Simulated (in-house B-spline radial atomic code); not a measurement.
Successive ionisation energies of molybdenum; each step leads to the configuration of the next row (after the last: bare). Dirac energy differences include first-order Breit, QED and recoil terms. NIST's values go from ground level to ground level; the uncertainty of those that are theory runs from under 0.1 % in few-electron ions to several per cent in heavy many-electron ones. Computed with an all-electron radial atomic-structure program (B-spline basis): Dirac-Hartree-Fock, jj configuration that fills j = l - 1/2 first, finite nuclei.

A number in brackets counts the electrons of a j subshell.

| ion | configuration | ionisation energy (eV) | tabulated value (eV) | tabulated kind | computed minus tabulated (eV) | highest orbital | largest mean radius (bohr) |
| --- | --- | --- | --- | --- | --- | --- | --- |
| Mo37+ | [He] 2s2 2p1/2(1) | 5291.9 | 5287 | semi-empirical | 5 | 2p1/2 | 0.14439 |
| Mo38+ | [He] 2s2 | ? | ? | semi-empirical | ? | ? | ? |
| Mo39+ | [He] 2s1 | ? | ? | tabulated theory | ? | ? | ? |
| Mo40+ | 1s2 | 23808.5 | 23810.65 | tabulated theory | -2 | 1s1/2 | 0.034895 |
| Mo41+ | 1s1 | 24572.2 | 24572.21 | tabulated theory | 0 | 1s1/2 | 0.034569 |

**Question.** Fill in the row of Mo38+.

**Answer.** ionisation energy (eV): 5540.5; tabulated value (eV): 5548; computed minus tabulated (eV): -7; highest orbital: 2s1/2; largest mean radius (bohr): 0.14329.

**Question.** Fill in the row of Mo39+.

**Answer.** ionisation energy (eV): 5713.0; tabulated value (eV): 5713.194; computed minus tabulated (eV): 0; highest orbital: 2s1/2; largest mean radius (bohr): 0.14228.

**Question.** Where is the largest jump?

**Answer.** From Mo39+ to Mo40+, by a factor of 4.17 (5713 to 23809 eV); the highest orbital goes from 2s1/2 to 1s1/2.
